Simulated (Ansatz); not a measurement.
Geometry optimisation, RHF/def2-SVP in Ansatz 0.2.0.

Input file:

```yaml
crystal:
  periodic: [false, false, false]
  atoms:
    - { symbol: Si, position_ang: [-0.888088, 1.15314, -0.04403] }
    - { symbol: C, position_ang: [0.664804, -1.63075, -0.025255] }
    - { symbol: H, position_ang: [-1.268594, 0.171881, -1.052242] }
    - { symbol: H, position_ang: [-1.806988, 2.305861, -0.013286] }
    - { symbol: O, position_ang: [0.641946, 1.653989, -0.31429] }
    - { symbol: H, position_ang: [0.305033, -1.164646, 0.878763] }
    - { symbol: F, position_ang: [-1.011035, 0.483823, 1.451441] }
    - { symbol: H, position_ang: [1.400657, -2.393053, 0.235243] }
    - { symbol: H, position_ang: [1.141218, -0.899132, -0.673505] }
    - { symbol: H, position_ang: [-0.162098, -2.108254, -0.550239] }
    - { symbol: H, position_ang: [0.983145, 2.426941, 0.107401] }
basis:
  gaussian: { orbitals: def2-SVP }
hamiltonian:
  xc: hf
relax:
  f_tol: 0.03
  max_steps: 50
```

Launched with:

```bash
$ ansatz run input.yaml --threads 2 --pin off --max-ram 3072MiB --backend cpu --events-out ev --progress --plain --runs-dir out
```

Problem. Where does it end, and by what steps?

Solution. The forces met the threshold. The force dipped under the threshold on the way, but the program's further checks kept it going. After 19 steps the energy has fallen by 0.218 eV; H3 moved furthest, 0.91 Å.

```
step  energy less start (eV)  largest force component (eV/Å)  accepted
   0                  0.0000                           0.971       yes
   1                 -0.1643                           0.642       yes
   2                 -0.1969                           0.196       yes
   3                 -0.2042                           0.138       yes
   4                 -0.2094                           0.080       yes
   5                 -0.1989                           0.451        no
   6                 -0.2114                           0.050       yes
   7                 -0.2126                           0.209       yes
   8                 -0.2078                           0.468        no
   9                 -0.2126                           0.142        no
  10                 -0.2145                           0.039       yes
  11                 -0.2155                           0.042       yes
  12                 -0.2159                           0.081       yes
  13                 -0.2166                           0.050       yes
  14                 -0.2171                           0.029       yes
  15                 -0.2174                           0.065       yes
  16                 -0.2176                           0.032       yes
  17                 -0.2179                           0.012       yes
  18                 -0.2180                           0.050       yes
  19                 -0.2182                           0.018       yes
```

```xyz
11
Properties=species:S:1:pos:R:3
Si -1.165 1.612 -0.036
C 0.928 -2.040 0.007
H -1.871 0.849 -1.068
H -1.804 2.904 0.259
O 0.383 1.796 -0.524
H 0.212 -1.766 0.781
F -1.203 0.775 1.338
H 1.800 -2.509 0.465
H 1.236 -1.143 -0.530
H 0.465 -2.741 -0.688
H 1.018 2.264 -0.004
```

Whether the end is a true minimum wasn't checked by a vibrational analysis.

Time of the run: 23 s on 2 threads of Arm Neoverse V1, with other jobs on the host, peak memory 0.17 GiB.
